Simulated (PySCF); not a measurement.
Geometry (Å), atoms numbered from 1 in this order:
```xyz
12

C    -1.233    0.794   -0.222
N    -0.457   -0.230    0.491
B     1.000   -0.603   -0.153
F     1.492   -1.596    0.677
C     1.820    0.764   -0.082
N     2.338    1.801   -0.030
H    -2.195    0.983    0.273
H    -1.405    0.452   -1.250
H    -0.643    1.719   -0.257
H    -0.971   -1.113    0.539
H    -0.291    0.051    1.461
H     0.779   -0.953   -1.304
```

Geometry: PBE0-D3(BJ)/def2-SVP; GIAO absolute shieldings from PySCF, gas phase, non-relativistic, averaged over equivalent atoms.

At PBE0/cc-pVDZ (114 basis functions, 8.1 s wall time on 1 thread of an Arm Neoverse V2, shared host):
```json
{"atoms": "C5", "σ (ppm)": "72.9"}
{"atoms": "C1", "σ (ppm)": "170.3"}
{"atoms": "N6", "σ (ppm)": "-33.6"}
{"atoms": "N2", "σ (ppm)": "215.0"}
{"atoms": "B3", "σ (ppm)": "119.3"}
{"atoms": "F4", "σ (ppm)": "393.1"}
{"atoms": "H12", "σ (ppm)": "28.37"}
{"atoms": "H7/H8/H9", "σ (ppm)": "28.77"}
{"atoms": "H11", "σ (ppm)": "28.88"}
{"atoms": "H10", "σ (ppm)": "28.94"}
```

Task: Estimate the result of repeating the calculation with PBE0/IGLO-III.

Result: 
```
   atoms  σ at PBE0/IGLO-III  change
      C5                47.2   -25.7
      C1               155.9   -14.4
      N6               -66.8   -33.2
      N2               202.2   -12.8
      B3               106.4   -12.9
      F4               385.5    -7.6
     H12               28.10   -0.27
H7/H8/H9               28.74   -0.03
     H11               28.64   -0.24
     H10               28.66   -0.28
```

The largest change is at N6 (nitrile nitrogen). Cost: 270 basis functions, 24 s wall time on 1 thread of an Arm Neoverse V2, shared host.

A carbon bonded to boron is broadened by the quadrupolar boron nucleus and is often missing from a measured spectrum.
